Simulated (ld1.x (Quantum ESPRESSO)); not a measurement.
## Varying the RRKJ potential for Se (Z = 34)

Base potential:

| Quantity | Value |
| --- | --- |
| Element | selenium (Se) |
| Generator | ld1.x (Quantum ESPRESSO) 7.5 |
| Type | norm-conserving RRKJ (Kleinman–Bylander form) |
| Functional | BP86 |
| Relativity | scalar-relativistic |
| Frozen core | [Ar] 3d10 |
| Valence charge | 6 |
| Reference configuration | 4s1 4p5 |
| Partial waves | 4p (bound): rc 1.45 bohr; 4s (bound): rc 1.55 bohr |
| Local potential | the s channel |
| Core correction | a·sin(br)/r model core inside 0.75 bohr |

Cutoffs, loose and tight: the cutoffs (Ry, on a coarse ladder) from which the occupation-weighted sum of valence levels, in a spherical-Bessel basis at the reference potential, stays within 10 and 1 mRy of its value at 400 Ry. They do not see the model core or the augmentation charge, which bear on the density cutoff. Test errors are all-electron minus pseudo excitation energies from the reference, over the configurations 4s2 4p4; 4s2 4p3; 4s2 4p2; 4s2 4p4.3; 4s1 4p4; 4s2 4p0; 4s0 4p6. A dash means not determined; rows that change the core or the reference have their own tests.

A true bound ghost makes a file unfit for plane-wave use even where its test errors are small: the radial tests pick states by their node count and pass the ghost by.

```csv
change,outcome,"cutoff, loose","cutoff, tight",bound ghosts,largest test error (meV)
base,generated,30 Ry,50 Ry,none,-90
wave 4s (bound): rc 1.55 bohr becomes 4s (bound): rc 1.26 bohr,generated,40 Ry,100 Ry,p,-80
wave 4s (bound): rc 1.55 bohr becomes 4s (bound): rc 1.42 bohr,generated,30 Ry,50 Ry,none,-91
wave 4s (bound): rc 1.55 bohr becomes 4s (bound): rc 1.82 bohr,failed: compute_chi: n is too large,–,–,–,–
wave 4s (bound): rc 1.55 bohr becomes 4s (bound): rc 2.06 bohr,generated,25 Ry,40 Ry,p,-313
```

Question: What comes out with this change to the base: wave 4s (bound): rc 1.55 bohr becomes 4s (bound): rc 1.68 bohr?

Answer: outcome: generated; cutoff, loose: 30 Ry; cutoff, tight: 50 Ry; bound ghosts: none; largest test error (meV): -78.

Question: What comes out with this change to the base: wave 4s (bound): rc 1.55 bohr becomes 4s (bound): rc 2.30 bohr?

Answer: outcome: generated; cutoff, loose: 25 Ry; cutoff, tight: 35 Ry; bound ghosts: none; largest test error (meV): +159.

Question: What comes out with this change to the base: wave 4s (bound): rc 1.55 bohr becomes 4s (bound): rc 0.98 bohr?

Answer: outcome: generated; cutoff, loose: 200 Ry; cutoff, tight: over 300 Ry; bound ghosts: p; largest test error (meV): -125.

Reading the sweep of the s radius (base included, trends over the rows without a ghost): The loose cutoff stays near 30 Ry. The median size of the test errors (rows with all tests solved) rises from 6.2 meV at 1.42 to 32.4 meV at 2.3 bohr. More of the atom is replaced by a form fitted at one configuration, so other configurations suffer as the radius grows. Bound ghosts are found at 0.98, 1.26, 2.06 bohr. The generation fails at 1.82 bohr.
